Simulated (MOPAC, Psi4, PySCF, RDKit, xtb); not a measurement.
Two geometries of SMILES B/C=C\[SeH] (C₂H₅BSe), relaxed at B3LYP-D3(BJ)/def2-SVP with one dihedral held; other torsions can differ between them too.

Structure A

```
9

B     -1.3853     0.2032     0.0294
C     -0.1983    -0.7750    -0.1556
C      1.1172    -0.4818    -0.0854
Se     1.8884     1.2778     0.2122
H     -2.5114    -0.2310     0.0574
H     -1.2023     1.3859     0.1436
H     -0.4128    -1.8360    -0.3499
H      1.8725    -1.2625    -0.2340
H      1.9056     1.1400     1.6831
```

Structure B

```
9

B     -1.3649     0.2041     0.0288
C     -0.1872    -0.7769    -0.1403
C      1.1295    -0.4837    -0.0420
Se     1.9232     1.2394     0.2886
H     -2.4909    -0.2161     0.1409
H     -1.1759     1.3941     0.0309
H     -0.3991    -1.8380    -0.3352
H      1.8899    -1.2484    -0.2402
H      1.2750     1.4606     1.5944
```

Task: Which is lower in energy at the level DF-MP2 (frozen core)/cc-pVTZ // B3LYP-D3(BJ)/def2-SVP run with Psi4, and by how much?

Result: B is lower, by 1.25 kcal/mol (dihedral C2–C3–Se4–H9: 90° in A, 60° in B).

E(B) − E(A) in kcal/mol at the other levels, on the same two geometries: B3LYP/def2-TZVP // B3LYP-D3(BJ)/def2-SVP (Psi4) -1.59; B3LYP-D3(BJ)/def2-TZVP // B3LYP-D3(BJ)/def2-SVP (Psi4) -1.68; PBE/def2-TZVP // B3LYP-D3(BJ)/def2-SVP (Psi4) -2.32; PBE-D3(BJ)/def2-TZVP // B3LYP-D3(BJ)/def2-SVP (Psi4) -2.37; r2SCAN/def2-TZVP // B3LYP-D3(BJ)/def2-SVP (Psi4) -2.24; HF/cc-pVTZ // B3LYP-D3(BJ)/def2-SVP (Psi4) -0.43; UFF // B3LYP-D3(BJ)/def2-SVP (RDKit) 2.92; PM3, restricted, heats of formation // B3LYP-D3(BJ)/def2-SVP (MOPAC) -1.41; AM1, restricted, heats of formation // B3LYP-D3(BJ)/def2-SVP (MOPAC) -1.13; GFN1-xTB // B3LYP-D3(BJ)/def2-SVP (xtb) -2.71; restricted B3LYP/6-31G*, spherical d // B3LYP-D3(BJ)/def2-SVP (PySCF) -1.36; restricted LDA (SVWN5)/6-31G*, spherical d // B3LYP-D3(BJ)/def2-SVP (PySCF) -2.49; restricted BP86/6-31G*, spherical d // B3LYP-D3(BJ)/def2-SVP (PySCF) -1.97; restricted B3LYP/3-21G // B3LYP-D3(BJ)/def2-SVP (PySCF) -1.78.
